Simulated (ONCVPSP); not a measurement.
u(r) = r·R(r): atom against pseudo-atom (scandium (Sc))

Columns: radius, all-electron u(r) and pseudo u(r) of the 3p shell (level -36.92 eV) of scandium in the configuration [Ne] 3s2 3p6 3d1 4s1.5; LDA (Perdew-Wang 92), scalar-relativistic, ONCV scheme, ONCVPSP 4.0.1.

| r (bohr) | all-electron | pseudo |
| --- | --- | --- |
| 0.082 | -0.2937 | 0.0185 |
| 0.165 | -0.5010 | 0.0735 |
| 0.248 | -0.4361 | 0.1611 |
| 0.330 | -0.2122 | 0.2732 |
| 0.413 | 0.0703 | 0.4036 |
| 0.495 | 0.3402 | 0.5385 |
| 0.578 | 0.5715 | 0.6700 |
| 0.660 | 0.7472 | 0.7847 |
| 0.742 | 0.8707 | 0.8764 |
| 0.825 | 0.9478 | 0.9411 |
| 0.908 | 0.9851 | 0.9764 |
| 0.990 | 0.9909 | 0.9845 |
| 1.072 | 0.9738 | 0.9701 |
| 1.155 | 0.9394 | 0.9378 |
| 1.238 | 0.8935 | 0.8929 |
| 1.320 | 0.8409 | 0.8407 |
| 1.402 | 0.7844 | 0.7844 |
| 1.485 | 0.7258 | 0.7257 |
| 1.568 | 0.6673 | 0.6673 |
| 1.650 | 0.6111 | 0.6110 |
| 1.733 | 0.5566 | 0.5565 |
| 1.815 | 0.5056 | 0.5056 |
| 1.898 | 0.4574 | 0.4573 |
| 1.980 | 0.4131 | 0.4131 |
| 2.062 | 0.3722 | 0.3722 |
| 2.145 | 0.3343 | 0.3343 |

(1) How many radial nodes do the two functions have?

(2) At about which radius was the pseudo-wave matched?

(3) Is the pseudo-wave norm-conserving?

## Answers

(1) The all-electron 3p function has n − l − 1 = 1; the pseudo-wave has 0, since the states of the same l below it are removed with the core.

(2) 1.45 bohr. The columns agree to 0.0005 from 1.32 bohr on; several derivatives are matched, so the curves merge somewhat inside the radius.

(3) Yes: the ONCV scheme keeps the norm inside the radius equal to the all-electron one, which fixes the energy derivative of the logarithmic derivative at the level.
